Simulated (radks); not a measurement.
The numbers below are computed, except where a source is named.
Initial-state core-level shifts of neutral chlorine when its valence configuration changes from [Ne] 3s2 3p5. Code: a radial shooting solver on a logarithmic mesh with Libxc functionals. Model: scalar-relativistic Kohn-Sham, SCAN, spin-unpolarised, spherical densities, finite nucleus; meta-GGA in the generalised Kohn-Sham scheme; Fermi nuclear charge, rms radius 3.3654 fm. Shifts are changes of the shell-averaged eigenvalues in eV (positive: less bound); the change of the density at the nucleus, which sets a Mossbauer isomer shift, is in e/bohr^3, on a base of 3599.

\begin{tabular}{lrrrr}
valence & 1s & 2s & 2p & density at nucleus \\ \hline
3s1.5 3p5.5 & -0.776 & -0.752 & -0.740 & -6.3651 \\
3s1 3p6 & -1.541 & -1.484 & -1.473 & -12.7900 \\
\end{tabular}
